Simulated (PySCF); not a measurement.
Input of a run (PBE0-D3(BJ)/def2-SVP geometry optimisation, gas phase, def2 core potentials past Kr (PySCF 2.14.0)), started from GFN2-xTB:
```
{"job": {"xc": "PBE0", "basis": "def2-SVP", "d3": "d3bj", "grid": 1, "maxiter": 30, "shake": 0.03, "kind": "geom"}, "charge": 0, "multiplicity": 1}
Zr     0.039590    -0.114000    -0.247370
O      0.106890     0.203870     1.530810
H      0.140810     0.346040     2.457390
Cl     2.018440    -0.177920    -1.426020
Cl    -1.132790     1.543770    -1.448940
Cl    -1.109800    -1.897770    -0.935140
```

Output (energies in Eh, forces in Eh/bohr):
```
step   0  E = -1502.74976011  max force = 0.064504
step   1  E = -1502.76165806  max force = 0.029472
step   2  E = -1502.76485923  max force = 0.008701
step   3  E = -1502.76589500  max force = 0.007623
step   4  E = -1502.76600320  max force = 0.001321
step   5  E = -1502.76602830  max force = 0.001354
step   6  E = -1502.76602167  max force = 0.002435
step   7  E = -1502.76601360  max force = 0.001550
step   8  E = -1502.76601429  max force = 0.000673
step   9  E = -1502.76601351  max force = 0.000416
optimisation converged
```

Task: Summarise the run.

Result: The energy falls by 0.442 eV over 10 energy and gradient evaluations, the largest force component goes from 0.0645 to 4.2e-04 Eh/bohr, and the atoms move by 0.161 Å rms after alignment. The bond that changes most is Zr1–Cl6 (ends: zirconium bonded to 3 Cl and O; chlorine bonded to Zr), which lengthens by 0.108 Å. Bonds longer at the end by more than 0.005 Å: 4 of 5; shorter: 1. Among the angles that change most is Cl5–Zr1–Cl6, from 98.6° to 109.4°. The energy rose by more than 1e-6 Eh at steps 6 and 7. The first step brought 73 % of the lowering.

Task: What are the final bond lengths?

Result: Zr1–O2 1.879 Å, Zr1–Cl4 2.342 Å, Zr1–Cl5 2.336 Å, Zr1–Cl6 2.338 Å, O2–H3 0.958 Å. Numbering counts from 1 in the input's order; the species is Zr(OH)Cl3, `[OH][Zr]([Cl])([Cl])[Cl]`.

The run used 104 basis functions and 68 SCF cycles in all. Hardware: one thread of an Arm Neoverse V2, shared host with 96 logical CPUs at a one-minute load of 42. Cost: 54 s of wall time, 0.40 GiB resident at most.

No frequency check.
